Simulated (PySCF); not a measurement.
## MGe for M along the fifth-period p block

MP2 with double-zeta basis sets in PySCF, for the lowest determinant that a PBE0 search found; no spin–orbit coupling. De refers to high-spin ground-configuration atoms.

```tsv
M	basis	reference, frozen orbitals	state (unpaired electrons)	Re (Å)	ωe (cm⁻¹)	De (eV)
In	def2-SVP	UHF, 13	quartet (σ ↑, π ↑↑)	2.668	189	2.02
Sn	def2-SVP	UHF, 13	triplet (π ↑↑)	2.584	240	2.14
Te	def2-SVP	RHF, 13	singlet (closed shell)	2.363	331	4.11
I	cc-pVDZ-PP	UHF, 8	doublet (π ↑)	2.553	245	2.75
```

Q: By what factor does the well depth vary along the series?

A: At MP2 it runs from 2.02 eV (InGe) to 4.11 eV (GeTe), a factor of 2.03.

The rows differ in basis set, which adds steps of its own.

The state changes along the series, so neighbouring rows are not always alike in their bonding.

Correlated steps freeze the inner cores (8 to 13 orbitals); shallow outer-core shells are correlated. Correlated levels converge slowly with the basis: in double zeta they bind strong bonds too weakly, by up to about 1 eV, and carry superposition errors of some tenths. Spin–orbit coupling is left out, which matters for elements this heavy, above all for dissociation energies. Where the molecule has an RHF reference, its open-shell atoms are computed with UHF. States were picked by a PBE0 search and need not be the measured ground states.
